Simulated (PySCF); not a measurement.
Zn(SH)(SMe) (CH4S2Zn), SMILES C[S][Zn][SH].

Coordinates come from a PBE0-D3(BJ)/def2-SVP optimisation. The structure was generated by enumeration; whether it is a known compound was not checked. One conformer was computed; it need not be the lowest.

Two levels are set side by side: PBE/def2-TZVP (PySCF) and PBE0/def2-TZVP (PySCF). Same geometry, gas phase. Differences are taken from unrounded values.

```tsv
quantity	PBE0	PBE	PBE minus PBE0
orbital gap (eV)	5.97	3.98	-1.99
highest occupied level (eV)	-6.89	-5.72	1.16
lowest empty level (eV)	-0.92	-1.74	-0.82
dipole moment (D)	1.61	1.60	-0.01
mean polarisability (bohr³)	77.5	81.3	3.8
```

PBE's occupied levels lie high since its potential decays too fast outside the molecule; exact exchange lowers them and widens the gap. PBE's more diffuse valence density responds more strongly to a field. Differences between two approximate levels are no errors against the true value.

Rough cost on one machine, each run with all the roots and properties that it gave: PBE0 against PBE within a factor of 2.
